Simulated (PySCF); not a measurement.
C₅H₉OP.
Numbering: `[CH2:1]=[C:2]([CH3:3])/[P:4]=[CH:5]/[O:6][CH3:7]` (hydrogens: H8, H9 on C1; H10, H11, H12 on C3; H13 on C5; H14, H15, H16 on C7)

Cartesian coordinates in Å at the GFN2-xTB level; atoms count from 1:
```
atom  x, y, z in Å
C1    -1.4964    0.4525   -2.7957
C2    -0.9117    0.4119   -1.6002
C3    -1.0418    1.5459   -0.6305
P4     0.0464   -1.1011   -1.2276
C5     0.6148   -0.7835    0.3256
O6     1.3867   -1.7144    0.9400
C7     1.8312   -1.3924    2.2341
H8    -2.0865    1.2951   -3.1198
H9    -1.4026   -0.3640   -3.4916
H10   -1.6546    2.3335   -1.0641
H11   -0.0644    1.9635   -0.3899
H12   -1.5142    1.2135    0.2936
H13    0.4178    0.1178    0.8958
H14    2.4288   -2.2358    2.5751
H15    2.4501   -0.4883    2.2287
H16    0.9889   -1.2451    2.9191
```

The closed-shell ground state was solved at several levels (PySCF, density fitting, gas phase, non-relativistic).

```tsv
level	basis functions	HOMO (eV)	LUMO (eV)	gap (eV)	dipole (D)
PBE0/def2-SVPD	219	-6.06	-1.26	4.80	3.04
PBE0/pcSseg-1	171	-6.02	-1.22	4.80	3.22
```

(1) Estimate the row for CAM-B3LYP/def2-SVPD, a basis of 219 functions; the other rows only guide the guess.

(2) How far do the dipole and the HOMO energy spread over the levels?

Results:

(1) HOMO -7.21 eV, LUMO -0.19 eV, gap 7.02 eV, dipole 3.00 D.

(2) The dipole runs from 3.00 to 3.22 D (mean 3.09 D) and the HOMO from -7.21 to -6.02 eV.

One conformer stands for the species.
